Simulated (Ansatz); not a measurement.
Steps of a relaxation of `C[N](C)[Sn][OH]` with RKS PBE-D4/def2-SVP.

```sh
$ ansatz run in.yaml --threads 4 --pin off --events-out ev --progress --plain --max-ram 10444MiB
```

```yaml
crystal:
  periodic: [false, false, false]
  atoms:
    - {symbol: C, position_ang: [-1.208100, 0.498900, 0.100500]}
    - {symbol: N, position_ang: [-0.351600, -0.380700, 0.774300]}
    - {symbol: C, position_ang: [0.898900, 0.283100, 1.033500]}
    - {symbol: Sn, position_ang: [0.073500, -1.995400, -0.464000]}
    - {symbol: O, position_ang: [0.965200, -1.419900, -2.104200]}
    - {symbol: H, position_ang: [-1.473700, 1.436000, 0.735300]}
    - {symbol: H, position_ang: [-0.795800, 0.899900, -0.868600]}
    - {symbol: H, position_ang: [-2.182100, 0.050000, -0.124600]}
    - {symbol: H, position_ang: [1.421800, 0.639800, 0.148700]}
    - {symbol: H, position_ang: [1.614300, -0.423300, 1.591900]}
    - {symbol: H, position_ang: [0.767300, 1.155000, 1.738500]}
    - {symbol: H, position_ang: [0.347300, -0.798400, -2.527300]}
basis:
  gaussian: {orbitals: def2-SVP}
hamiltonian: {xc: pbe, dispersion: d4}
relax: {f_tol: 0.03, max_steps: 200}
```

Positions (Å) and forces (eV/Å) along the path, 11 of 20 steps:

```xyz
12
step=1 energy=-11544.8711 eV
C    -1.208    0.499    0.101   -1.165    2.255   -0.013
N    -0.352   -0.381    0.774    0.629    0.098    0.466
C     0.899    0.283    1.034    0.741   -0.650    2.138
Sn    0.073   -1.995   -0.464   -0.573   -3.008    1.668
O     0.965   -1.420   -2.104    0.439    0.739   -1.336
H    -1.474    1.436    0.735    0.311   -0.806   -0.601
H    -0.796    0.900   -0.869   -0.078    0.252   -0.059
H    -2.182    0.050   -0.125   -0.549   -0.358   -0.163
H     1.422    0.640    0.149    0.511    0.521   -0.841
H     1.614   -0.423    1.592   -0.508    0.550   -0.511
H     0.767    1.155    1.738    0.000   -0.193   -0.274
H     0.347   -0.798   -2.527    0.242    0.600   -0.473
12
step=4 energy=-11545.5418 eV
C    -1.241    0.526    0.054   -0.129    0.145   -0.095
N    -0.304   -0.383    0.667    0.203   -0.132   -0.113
C     0.938    0.286    1.014   -0.058   -0.067    0.110
Sn    0.070   -2.249   -0.341    0.057    0.154    0.036
O     0.727   -1.555   -2.156   -0.533    2.261   -0.106
H    -1.476    1.391    0.727    0.046   -0.096   -0.003
H    -0.885    0.991   -0.911   -0.046    0.007    0.001
H    -2.214    0.027   -0.155    0.029   -0.025   -0.044
H     1.483    0.729    0.139    0.061    0.062   -0.005
H     1.642   -0.412    1.526   -0.019   -0.001   -0.058
H     0.758    1.125    1.731   -0.009   -0.029   -0.013
H     0.580   -0.530   -2.260    0.398   -2.278    0.290
12
step=6 energy=-11545.6563 eV
C    -1.220    0.528    0.015    0.161    0.376   -0.227
N    -0.253   -0.362    0.616   -0.136   -0.221    0.054
C     0.952    0.308    1.050    0.158    0.324   -0.218
Sn    0.111   -2.249   -0.280    0.021   -0.125    0.054
O     0.527   -1.610   -2.171   -0.057   -0.057   -0.004
H    -1.576    1.307    0.734    0.051   -0.053    0.050
H    -0.813    1.104   -0.866   -0.032    0.026    0.048
H    -2.139    0.020   -0.355    0.131   -0.228    0.123
H     1.462    0.858    0.208    0.020    0.084    0.127
H     1.724   -0.391    1.448   -0.166   -0.168    0.028
H     0.775    1.065    1.854   -0.105   -0.037   -0.003
H     0.528   -0.634   -2.221   -0.046    0.079   -0.035
12
step=8 energy=-11545.7529 eV
C    -1.126    0.533   -0.064   -0.145    0.401   -0.273
N    -0.142   -0.342    0.530    0.007    0.130    0.024
C     0.974    0.359    1.135    0.235    0.299   -0.112
Sn    0.223   -2.265   -0.244    0.221   -0.009   -0.388
O     0.299   -1.710   -2.236   -0.191   -0.492    0.451
H    -1.608    1.205    0.706    0.168   -0.209   -0.235
H    -0.692    1.228   -0.853   -0.153   -0.163    0.290
H    -1.971   -0.020   -0.563    0.407    0.048    0.259
H     1.500    1.039    0.393   -0.188   -0.160    0.294
H     1.770   -0.342    1.493   -0.243   -0.018   -0.009
H     0.694    1.009    2.012   -0.076   -0.192   -0.212
H     0.156   -0.750   -2.275   -0.040    0.365   -0.090
12
step=13 energy=-11546.1596 eV
C    -0.875    0.594   -0.247    0.010    0.028   -0.075
N     0.210   -0.210    0.261    0.051    0.061    0.155
C     0.981    0.432    1.305    0.022   -0.002   -0.099
Sn    0.766   -2.098   -0.457   -0.168    0.079   -0.147
O    -0.435   -2.009   -2.116    0.127   -0.039    0.111
H    -1.504    1.008    0.580    0.027   -0.032   -0.001
H    -0.525    1.476   -0.845   -0.019   -0.034    0.028
H    -1.546   -0.014   -0.890    0.042   -0.003   -0.036
H     1.525    1.339    0.935   -0.031   -0.018    0.041
H     1.749   -0.265    1.706   -0.002    0.020    0.029
H     0.344    0.770    2.160    0.007   -0.046   -0.022
H    -0.612   -1.079   -2.359   -0.066   -0.014    0.016
12
step=15 energy=-11546.1617 eV rejected
C    -0.820    0.644   -0.274   -0.145   -0.232   -0.210
N     0.254   -0.182    0.219   -0.028    0.203    0.263
C     0.964    0.424    1.326    0.205    0.104   -0.166
Sn    0.883   -2.014   -0.571    0.017   -0.122    0.121
O    -0.484   -2.122   -2.074    0.081    0.080   -0.012
H    -1.517    0.967    0.537    0.016   -0.052    0.049
H    -0.464    1.580   -0.771    0.035    0.021   -0.036
H    -1.429    0.069   -1.009    0.010    0.126    0.035
H     1.481    1.369    1.018   -0.034    0.003    0.077
H     1.750   -0.253    1.720    0.019   -0.071    0.016
H     0.294    0.694    2.180   -0.048   -0.070   -0.053
H    -0.833   -1.231   -2.267   -0.128    0.009   -0.084
12
step=16 energy=-11546.1774 eV
C    -0.832    0.625   -0.274    0.032   -0.017    0.010
N     0.249   -0.180    0.241   -0.010    0.013    0.005
C     0.981    0.436    1.324   -0.006    0.004   -0.011
Sn    0.794   -2.067   -0.486   -0.010    0.015   -0.026
O    -0.440   -2.073   -2.107   -0.120    0.306   -0.050
H    -1.518    0.966    0.540   -0.006   -0.008   -0.002
H    -0.478    1.549   -0.798    0.000   -0.001   -0.002
H    -1.446    0.038   -0.989   -0.006    0.024   -0.004
H     1.475    1.392    1.016   -0.002   -0.007    0.004
H     1.782   -0.240    1.696   -0.006   -0.001   -0.002
H     0.322    0.686    2.192    0.003   -0.006   -0.005
H    -0.812   -1.187   -2.320    0.132   -0.323    0.082
12
step=17 energy=-11546.1800 eV
C    -0.825    0.633   -0.279    0.000    0.022    0.008
N     0.254   -0.174    0.234   -0.004   -0.004   -0.011
C     0.980    0.435    1.324   -0.003    0.011    0.002
Sn    0.813   -2.053   -0.499    0.003   -0.009   -0.003
O    -0.446   -2.089   -2.096   -0.002    0.015   -0.004
H    -1.527    0.951    0.532   -0.002   -0.005   -0.007
H    -0.470    1.571   -0.776   -0.002   -0.004    0.003
H    -1.427    0.063   -1.018    0.008    0.008    0.011
H     1.470    1.396    1.028    0.001    0.002   -0.001
H     1.781   -0.241    1.693    0.000   -0.005   -0.001
H     0.317    0.673    2.193   -0.003   -0.005   -0.001
H    -0.843   -1.220   -2.303    0.004   -0.026    0.004
12
step=18 energy=-11546.1804 eV
C    -0.820    0.647   -0.279   -0.017    0.009   -0.005
N     0.259   -0.164    0.226   -0.008   -0.001   -0.009
C     0.979    0.435    1.326    0.002    0.010    0.010
Sn    0.822   -2.044   -0.506    0.008   -0.012   -0.001
O    -0.442   -2.115   -2.098   -0.006    0.039    0.008
H    -1.529    0.948    0.532    0.007    0.000   -0.007
H    -0.465    1.594   -0.759   -0.005   -0.009    0.008
H    -1.416    0.088   -1.031    0.010    0.003   -0.006
H     1.465    1.403    1.044   -0.006   -0.014    0.001
H     1.783   -0.242    1.688    0.002    0.002    0.001
H     0.313    0.658    2.197    0.008   -0.003   -0.011
H    -0.873   -1.263   -2.306    0.006   -0.022    0.010
12
step=19 energy=-11546.1806 eV
C    -0.814    0.652   -0.285   -0.014   -0.010   -0.005
N     0.264   -0.161    0.218    0.008    0.006    0.019
C     0.977    0.433    1.325    0.002    0.013    0.009
Sn    0.838   -2.040   -0.509   -0.028    0.021   -0.024
O    -0.439   -2.116   -2.091   -0.031    0.054   -0.012
H    -1.533    0.938    0.523    0.010   -0.001   -0.008
H    -0.460    1.608   -0.748   -0.002   -0.014    0.006
H    -1.399    0.101   -1.052    0.005    0.012   -0.002
H     1.460    1.405    1.051   -0.008   -0.016    0.004
H     1.782   -0.244    1.685    0.002    0.004    0.002
H     0.306    0.646    2.195    0.010    0.000   -0.010
H    -0.905   -1.276   -2.277    0.047   -0.070    0.021
12
step=20 energy=-11546.1808 eV
C    -0.815    0.651   -0.284   -0.012    0.004    0.000
N     0.262   -0.162    0.220    0.003   -0.001    0.002
C     0.978    0.434    1.326    0.000    0.006    0.005
Sn    0.835   -2.039   -0.511   -0.001    0.001   -0.002
O    -0.441   -2.118   -2.092   -0.005    0.008   -0.002
H    -1.535    0.936    0.523    0.004   -0.001   -0.007
H    -0.459    1.607   -0.746   -0.002   -0.008    0.004
H    -1.398    0.101   -1.053    0.006    0.006    0.002
H     1.461    1.404    1.050   -0.003   -0.006    0.000
H     1.783   -0.243    1.686    0.000    0.001    0.000
H     0.309    0.649    2.196    0.004   -0.001   -0.004
H    -0.902   -1.277   -2.281    0.005   -0.010    0.002
```

Hardware: 4 threads of an Arm Neoverse V1 on a shared host. Wall time 36 s, peak host memory 0.17 GiB.
